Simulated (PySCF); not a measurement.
## Calculated properties of `C=CC(C=C)OC`

Species: C₆H₁₀O.
Geometry (GFN2-xTB, Å), atoms numbered from 1 in this order:
```
atom  x, y, z in Å
C1     0.7884    1.6898    1.1613
C2     0.2060    1.1939    0.0870
C3    -0.0422   -0.2771   -0.1437
C4     0.8353   -0.7255   -1.2794
C5     1.9930   -1.3376   -1.1255
O6    -1.3885   -0.5292   -0.5178
C7    -2.3065   -0.3155    0.5206
H8     1.1229    1.0578    1.9679
H9     0.9639    2.7458    1.2788
H10   -0.1306    1.8344   -0.7167
H11    0.2026   -0.8387    0.7730
H12    0.4431   -0.4882   -2.2572
H13    2.6020   -1.6201   -1.9668
H14    2.3828   -1.5789   -0.1501
H15   -3.2885   -0.5536    0.1164
H16   -2.0962   -0.9704    1.3763
H17   -2.2944    0.7252    0.8659
```

Among its groups: C=C double bond and ether.

From GFN2-xTB geometry:

- Point group of the GFN2-xTB geometry: C1
- Rotational constants A, B, C of the GFN2-xTB geometry: 3.111, 2.186, 1.425 GHz

PBE0/pcSseg-1 ground state and GIAO shieldings, non-relativistic (PySCF):

- Dipole moment: 1.26 D
- HOMO energy: -7.32 eV
- LUMO energy: -0.36 eV
- HOMO–LUMO gap: 6.96 eV
- Lowest Hirshfeld atomic charge: -0.14 e on O6
- Highest Hirshfeld atomic charge: +0.05 e on H9, H10, H12, H13, H15
- 13C chemical shifts (computed TMS as zero) by class: 149.9 (C2/C4), 122.1 (C1/C5), 92.8 (C3), 58.0 (C7) ppm
- 1H chemical shifts (computed TMS as zero) by class: 6.17 (H10/H12), 5.47 (H8/H14), 5.39 (H9/H13), 3.94 (H11), 3.47 (H15/H16/H17) ppm
- Isotropic shieldings of nuclei other than C and H, by class: 290 (O6) ppm
- Mayer bond orders between heavy atoms: C1–C2 1.95, C2–C3 1.00, C3–C4 1.01, C4–C5 1.98, C3–O6 0.88, O6–C7 0.94

Monoisotopic mass (most abundant isotopes): 98.0732 u.

The dipole matches unit charges of opposite sign 0.26 Å apart (1 e·Å = 4.8032 D). The rotational constants make it an asymmetric top with κ = (2B − A − C)/(A − C) = -0.10, midway between the prolate (−1) and oblate (+1) limits. With B = h/(8π²I), that is 505.379 GHz u Å² over I, the principal moments of inertia are 162.4, 231.2 and 354.8 u Å² (most abundant isotopes); the inertial defect Ic − Ia − Ib is -38.8 u Å² (zero for a rigid planar frame, negative otherwise).

One conformer (not necessarily the lowest) at the GFN2-xTB geometry, without solvent or vibrations. NMR classes are plain means over equivalent atoms (diastereotopic ones count apart unless rotation or inversion swaps them), as if these changed places fast; in this geometry the members of some classes differ.

For the NMR shielding job (PBE0/pcSseg-1), time: 17 s. Hardware: one thread of an x86-64 server, no GPU, shared host.
